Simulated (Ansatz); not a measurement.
Two isomers of CH7ClSi2: A = `C[SiH2][SiH2]Cl`, B = `[SiH3][SiH2]CCl`.

Program: Ansatz. Geometries: PBE0-D4/def2-TZVP. ΔE: electronic, gas phase. CCSD(T)/CBS adds triple-zeta CCSD(T) − MP2 to the extrapolated MP2 energy (def2 sets, frozen cores). This one scheme is used for every species. DFT in def2-TZVPP. B3LYP here is the variant with VWN-RPA as its local correlation; programs differ in this. One conformer a species, not always the lowest.

Problem. Which is lower in electronic energy at CCSD(T)/CBS, and by how much? (Estimate.)

Solution. Ansatz gave: A, by 168.9 kJ/mol.

Problem. Give E(B) − E(A) in kJ/mol with PBE-D4, MP2/def2-TZVPP, CCSD(T)/def2-TZVPP, B3LYP-D4, r2SCAN-D4, B3LYP, CCSD/def2-TZVPP. (An estimate is asked.)

Solution. Computed: PBE-D4 162.7, MP2/def2-TZVPP 173.2, CCSD(T)/def2-TZVPP 165.9, B3LYP-D4 167.0, r2SCAN-D4 171.6, B3LYP 166.1, CCSD/def2-TZVPP 167.6. None reverses the order clearly.

Largest T1 diagnostic: 0.011.

From PBE to PBE0 (25 % exact exchange), in def2-TZVPP and without D4, E(B) − E(A) moves by +5.4 kJ/mol.
